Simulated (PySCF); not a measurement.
## C8H6N: g tensor and hyperfine couplings

Species: C8H6N (doublet state).
Structure used (GFN2-xTB), in Å, numbered top down from 1:
```
atom  x, y, z in Å
C1    -2.5617    0.9801    0.1133
C2    -1.4915    0.1975   -0.0109
C3    -1.4979   -1.2614   -0.2631
C4    -0.2231   -1.6253   -0.3133
C5     0.6821   -0.5051   -0.1101
C6     2.1719   -0.6345   -0.1170
C7     2.8262    0.6294    0.1074
N8     3.3394    1.6348    0.2857
C9    -0.0835    0.5908    0.0719
H10   -3.5632    0.5912    0.0361
H11   -2.4609    2.0378    0.2974
H12   -2.3870   -1.8478   -0.3744
H13    2.5042   -1.0370   -1.0812
H14    2.4862   -1.3379    0.6632
H15    0.2543    1.5953    0.2485
```

The hyperfine couplings belong to this conformer and change with its torsions.

The species is `C=C1C=[C]C(CC#N)=C1` [radical].

Computed with PySCF, UKS B3LYP, pcH-1 on C H N, non-relativistic, mean-field spin-orbit, GIAO. One conformer (not necessarily the lowest) at the GFN2-xTB geometry, without solvent, vibrations or thermal averaging. Couplings are sensitive to structure, and on GFN2-xTB geometries they can be far from those on DFT ones. Stability of the SCF solution: not tested.

| Item | Value |
| --- | --- |
| g1, g2, g3 | 2.00167, 2.00212, 2.00269 |
| g_iso | 2.00216 |
| Form of g | rhombic: the two nearest values differ by 44 % of g3 − g1 |
| ⟨S²⟩ | 0.7637 (exact 0.7500) |
| Total energy | -363.07784 Eh |
| Basis functions | 285 |

Hyperfine couplings atom by atom, in mT; T1 to T3 are the principal values of the dipolar part; ρ(0) is the spin density at the nucleus (MHz turned into mT with g_iso):

```
atom  isotope  a_iso     T1     T2    T3  Mulliken spin population  ρ(0) (bohr⁻³)
  C1      13C   0.11  -0.30   0.08  0.22                     -0.05         0.0029
  C2      13C   2.72  -0.24  -0.09  0.32                      0.08         0.0678
  C3      13C   0.80  -0.83   0.06  0.77                     -0.12         0.0199
  C4      13C  15.79  -2.86  -2.00  4.86                      1.04         0.3935
  C5      13C   1.39  -0.38  -0.22  0.60                     -0.03         0.0346
  C6      13C   0.23  -0.04  -0.04  0.08                      0.00         0.0056
  C7      13C  -0.07  -0.01  -0.01  0.02                      0.00        -0.0017
  N8      14N   0.00   0.00   0.00  0.00                      0.00        -0.0002
  C9      13C   1.08  -0.16   0.01  0.14                      0.04         0.0269
 H10       1H   0.15  -0.06  -0.05  0.12                      0.00         0.0009
 H11       1H   0.48  -0.05  -0.04  0.09                      0.01         0.0030
 H12       1H   1.34  -0.23  -0.18  0.41                      0.01         0.0084
 H13       1H  -0.04  -0.12  -0.10  0.22                      0.00        -0.0003
 H14       1H  -0.04  -0.12  -0.10  0.22                      0.00        -0.0002
 H15       1H   0.52  -0.10  -0.09  0.20                      0.01         0.0033
```

The largest Mulliken spin populations are on C4 (+1.04), C3 (-0.12) and C2 (+0.08). C4 is the only atom above +0.15. The positive populations add up to 1.20 and the negative ones to -0.20, together 2S = 1.

Axes: g1 points within 15° of the C3–H12 bond.

Under fast tumbling the dipolar parts average out, and these isotropic splittings remain: 1 × 1H (H12, I = 1/2, 2 lines) with 1.34 mT, 1 × 1H (H15, I = 1/2, 2 lines) with 0.52 mT, 1 × 1H (H11, I = 1/2, 2 lines) with 0.48 mT, 1 × 1H (H10, I = 1/2, 2 lines) with 0.15 mT and 2 × 1H (H13/H14, I = 1/2, 3 lines) with 0.04 mT.

The 13C coupling of C4 (442.4 MHz) shows only in satellite lines or after enrichment, since that isotope makes up about 1.07 % of natural carbon.
